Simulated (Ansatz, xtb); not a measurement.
A geometry optimisation of COS2Te with r2SCAN-D4/def2-SVP

The starting geometry of this gas-phase singlet was built from a drawn formula by distance geometry and a force field; its bonds are those of `O1C2=S=[Te]1S2`.

```xyz
5

C    -1.4056    0.3648   -0.7143
O    -2.3424    0.2681    0.3598
S    -0.3276   -0.1860    0.1253
S    -1.0465    2.0807   -0.2199
Te   -1.0787    0.8275    1.6878
```

Question: Predict what becomes of its bonds when it is optimised with r2SCAN-D4/def2-SVP.

Answer: A bond breaks, leaving `S=C1O[Te]S1`. Distances that change by over a tenth: C1–S3 (1.47 → 1.63 Å), O2–Te5 (1.92 → 2.13 Å). Contacts that open: S3–Te5 (2.01 → 4.37 Å).

The energy falls by 11.42 eV over 15 steps:

```tsv
step	E − E(last) (eV)
1	11.416
3	4.700
4	3.796
6	1.948
7	1.250
9	0.387
10	0.098
12	0.002
13	0.000
15	0.000
```

Final geometry (Å):

```xyz
5

C    -1.0302    0.3253   -0.1423
O    -1.8464   -0.0699    0.8159
S    -0.4185   -0.6781   -1.2774
S    -0.6862    2.0455   -0.0478
Te   -2.2196    1.7323    1.8904
```

From the same start GFN2-xTB ends elsewhere, differing in C1–S3 (3.71 against 1.63 Å here), C1–S4 (3.73 against 1.76 Å here), C1–Te5 (2.44 against 2.74 Å here), O2–Te5 (3.11 against 2.13 Å here), S3–Te5 (2.26 against 4.37 Å here).

The end wasn't checked by frequencies. Atoms past krypton carry core potentials, without spin–orbit terms. Run with Ansatz 0.2.0, 73 s on 1 thread of Arm Neoverse V1, with other jobs on the host.
